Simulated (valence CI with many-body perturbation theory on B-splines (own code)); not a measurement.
**E1 line list for Gd¹⁴⁺**

Computed by valence CI with perturbative core correlation (CI+MBPT): four valence electrons over a frozen Dirac-Fock core [Kr] 4d10, radial functions for each j: 8 s, 8 p, 9 d, 9 f, 6 g, 3 h, 2 i, with the one-electron correlation potential Σ1, the two-electron term Σ2, the three-electron term Σ3, Breit, model QED; selected CI, second order for the rest, scaled by the run's own slope (own B-spline code, finite nucleus).

No measured spectrum was set against this ion. As an estimate, terms of the open shell hold to a few per cent of their energy, and close levels can change places; configurations with another count of f electrons can be misplaced by thousands of cm⁻¹. Core correlation moves these levels by up to 44000 cm⁻¹, and in measured spectra 5 to 20 % of such shifts remained as error; rates that hang on mixing are uncertain with them.

Lines 51 to 100 of 167 in falling wavelength, among levels below 53367 cm⁻¹, chosen from the strongest by gf and those to the six lowest levels. Wavelengths and rates use the calculated energies, so an error of 2000 cm⁻¹ moves a line at 9120 Å by 18 % and its rate by three times that or more. Electric multipoles are in the length gauge, E1 and E2 with the static RPA response of the core. Weak lines are less certain than strong ones. Lines between different terms over intervals too small for the method are left out, as are lines whose strength nearly cancels. Where a level lies close to another of its J and parity, the split of strength between their lines is uncertain. The highest levels of a list are the least certain.

Names give the largest LS component (configuration and term), which can be under half, so a name can repeat, a term be missing and a line seem to break the LS rules; names also repeat where a configuration has a term twice. Letters in brackets count levels of one name in rising energy.

```
λ vac (Å)            Upper            Lower   A (s⁻¹)  log gf  Branch %
     9120         4f⁴ ⁵I_6      4f³5s ³I°_5  5.64e-03   -9.04       0.2
     9062         4f⁴ ⁵F_1      4f³5s ⁵G°_2  9.02e+01   -5.48      93.4
     9059      4f²5s² ³H_5  4f³5s ⁵F°_5 [b]  1.80e+01   -5.61      12.7
     8740         4f⁴ ⁵F_2      4f³5s ⁵G°_2  6.64e+00   -6.42       6.3
     8687      4f²5s² ³F_4      4f³5s ⁵G°_5  1.08e+01   -5.96       2.7
     8682         4f⁴ ³H_4      4f³5s ¹H°_5  4.25e+00   -6.36       0.7
     8673         4f⁴ ⁵F_4      4f³5s ⁵G°_4  1.16e+01   -5.93       8.9
     8430         4f⁴ ³K_7      4f³5s ³K°_6  1.97e+00   -6.50       3.5
     8191         4f⁴ ³H_4      4f³5s ⁵G°_5  1.91e+01   -5.76       3.1
     8015         4f⁴ ⁵F_3      4f³5s ⁵G°_3  9.86e+00   -6.18      11.5
     7936         4f⁴ ⁵G_3  4f³5s ³G°_4 [a]  3.17e+00   -6.68       0.2
     7857      4f³5s ³K°_8         4f⁴ ⁵I_7  7.31e-01   -6.94       2.3
     7843      4f²5s² ³F_2      4f³5s ⁵G°_3  5.38e+01   -5.61      30.8
     7574  4f³5s ³G°_3 [b]      4f²5s² ³H_4  7.64e+00   -6.34      43.8
     7359         4f⁴ ⁵S_2      4f³5s ⁵G°_3  2.99e+00   -6.92      52.1
     7309      4f²5s² ³F_2      4f³5s ⁵G°_2  2.98e+00   -6.92       1.7
     7255      4f²5s² ³F_3  4f³5s ³G°_3 [a]  6.38e+00   -6.45       2.3
     7108         4f⁴ ⁵F_4      4f³5s ⁵G°_3  2.21e+00   -6.82       1.7
     7001      4f²5s² ³H_6      4f³5s ³H°_6  7.77e+01   -5.13      49.8
     6760      4f²5s² ³F_3      4f³5s ⁵G°_4  4.70e+01   -5.65      17.2
     6699         4f⁴ ⁵G_2      4f³5s ³F°_2  1.71e+01   -6.24       0.7
     6690      4f³5s ¹K°_7         4f⁴ ⁵I_8  9.96e-01   -7.00       4.2
     6689  4f³5s ³G°_3 [a]         4f⁴ ⁵I_4  5.03e+00   -6.63      50.9
     6670         4f⁴ ³H_4  4f³5s ³G°_3 [a]  5.13e+01   -5.51       8.2
     6502  4f³5s ³G°_4 [a]         4f⁴ ⁵I_5  1.62e+00   -7.03       9.9
     6473      4f²5s² ³H_5  4f³5s ⁵F°_5 [a]  1.74e+01   -5.92      12.2
     6408         4f⁴ ⁵G_3      4f³5s ³F°_2  8.58e+01   -5.43       5.6
     6361         4f⁴ ⁵F_5      4f³5s ³H°_6  7.90e+01   -5.28      53.6
     6259      4f²5s² ³H_5      4f³5s ⁵F°_4  3.01e+00   -6.71       2.1
     6257         4f⁴ ⁵F_4  4f³5s ⁵F°_5 [b]  1.31e+01   -6.16      10.0
     6249         4f⁴ ³H_4      4f³5s ⁵G°_4  3.06e+00   -6.79       0.5
     6183         4f⁴ ⁵G_3  4f³5s ³G°_3 [a]  3.86e+01   -5.81       2.5
     5962         4f⁴ ⁵I_7      4f³5s ⁵I°_8  4.64e-02   -8.43       1.7
     5753         4f⁴ ⁵F_3      4f³5s ³H°_4  5.27e+00   -6.74       6.1
     5686         4f⁴ ⁵I_6      4f³5s ⁵I°_7  6.50e-02   -8.39       2.3
     5477         4f⁴ ⁵I_5      4f³5s ⁵I°_6  4.34e-02   -8.67       2.2
     5434      4f²5s² ³H_4      4f³5s ³I°_5  1.76e+01   -6.15      16.0
     5394         4f⁴ ³H_4      4f³5s ⁵G°_3  4.36e+01   -5.77       7.0
     5347         4f⁴ ⁵I_4      4f³5s ⁵I°_5  2.79e-03   -9.97       2.8
     5319      4f²5s² ³H_5      4f³5s ³I°_6  2.02e+01   -6.03      14.2
     5271         4f⁴ ⁵F_4      4f³5s ³H°_4  7.35e+00   -6.56       5.6
     5174         4f⁴ ⁵F_3      4f³5s ⁵F°_4  6.70e+00   -6.73       7.8
     5160      4f²5s² ³H_6      4f³5s ³I°_7  1.07e+01   -6.26       6.8
     5071         4f⁴ ⁵G_3      4f³5s ⁵G°_3  5.04e+00   -6.87       0.3
     5062      4f²5s² ³F_4  4f³5s ⁵F°_5 [b]  2.33e+01   -6.09       5.8
     5006         4f⁴ ⁵G_2      4f³5s ⁵G°_2  4.76e+00   -7.05       0.2
     4978         4f⁴ ⁵I_8      4f³5s ⁵I°_8  3.28e-01   -7.68      17.2
     4904         4f⁴ ⁵F_4  4f³5s ⁵F°_5 [a]  3.50e+01   -5.95      26.8
     4889         4f⁴ ³H_4  4f³5s ⁵F°_5 [b]  4.35e+00   -6.85       0.7
     4843         4f⁴ ⁵F_2      4f³5s ⁵F°_2  2.68e+01   -6.33      25.4
```

(1) How does gf follow from A for the line at 8682 Å?

Answers

(1) gf = 1.4992 × (2J+1)_upper × A / σ², with σ = 11518 cm⁻¹ and 2J+1 = 9: gf = 4.32e-07.
